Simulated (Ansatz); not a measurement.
CH$_{3}$InO$_{2}$. The species carries charge 0 and has multiplicity 1. In: def2 effective core potential. The bonds changed during the relaxation, so this is another structure than the one it started from. The structure was optimised at the PBE0-D4/def2-TZVP level. It is one conformer, not always the lowest.

```xyz
7

O     0.218   -0.813    0.560
In    1.721    1.253    1.225
C    -0.407    0.116   -0.370
O     0.165    1.316   -0.176
H     0.043   -1.724    0.308
H    -1.490    0.125   -0.156
H    -0.250   -0.275   -1.391
```

Q: What is the dipole moment at B3LYP/def2-TZVPP? (An estimate is asked.)

A: Computed: 2.01 D, with components (0.53, -1.91, 0.36) D in this frame, pointing from negative to positive charge.

Q: And with PBE, r2SCAN, ωB97M-V? (Estimate.)

A: The calculation gave: PBE 1.95 D, r2SCAN 1.99 D, ωB97M-V 2.03 D.

Q: Give the Mulliken charges with B3LYP, r2SCAN, PBE in def2-TZVPP. (Best estimate.)

A: Computed: 
```json
{"atom": "O1", "B3LYP": "-0.37", "r2SCAN": "-0.39", "PBE": "-0.33"}
{"atom": "In2", "B3LYP": "0.45", "r2SCAN": "0.44", "PBE": "0.38"}
{"atom": "C3", "B3LYP": "0.17", "r2SCAN": "0.28", "PBE": "0.12"}
{"atom": "O4", "B3LYP": "-0.56", "r2SCAN": "-0.58", "PBE": "-0.48"}
{"atom": "H5", "B3LYP": "0.17", "r2SCAN": "0.19", "PBE": "0.17"}
{"atom": "H6", "B3LYP": "0.08", "r2SCAN": "0.03", "PBE": "0.08"}
{"atom": "H7", "B3LYP": "0.07", "r2SCAN": "0.02", "PBE": "0.06"}
```

B3LYP here is the variant with VWN-RPA as its local correlation; programs differ in this.
